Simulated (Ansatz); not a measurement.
Calculated with Ansatz (gas phase, PBE0-D4/def2-TZVP geometries, no zero-point term in ΔE). CBS: MP2 limit from def2 TZ/QZ plus the TZ coupled-cluster correction, frozen cores. This one scheme is used for every species. Functionals use def2-TZVPP. One conformer a species, not always the lowest.

Reaction (ligand exchange at the Si–C bond): `CC([SiH3])[SiH2]F` + `N[SiH](O)O` → `O[SiH](O)N[SiH2]F` + `CC[SiH3]`

```
         level  ΔE (kJ/mol)  difference from CCSD(T)/CBS
        PBE-D4        -66.6                          5.8
     r2SCAN-D4        -73.3                         -0.9
       PBE0-D4        -69.2                          3.2
       ωB97X-V        -73.2                         -0.8
        r2SCAN        -73.5                         -1.1
          PBE0        -70.1                          2.3
 HF/def2-TZVPP        -86.6                        -14.2
MP2/def2-TZVPP        -72.8                         -0.4
 HF/def2-QZVPP        -87.1                        -14.7
MP2/def2-QZVPP        -72.4                          0.0
   CCSD(T)/CBS        -72.4                            0
```

Largest T1 diagnostic among the species: 0.012.

In def2-TZVPP, CCSD(T) changes the Hartree–Fock value by +13.2 kJ/mol (the triples alone add +1.7 kJ/mol) and MP2 by +13.8 kJ/mol.
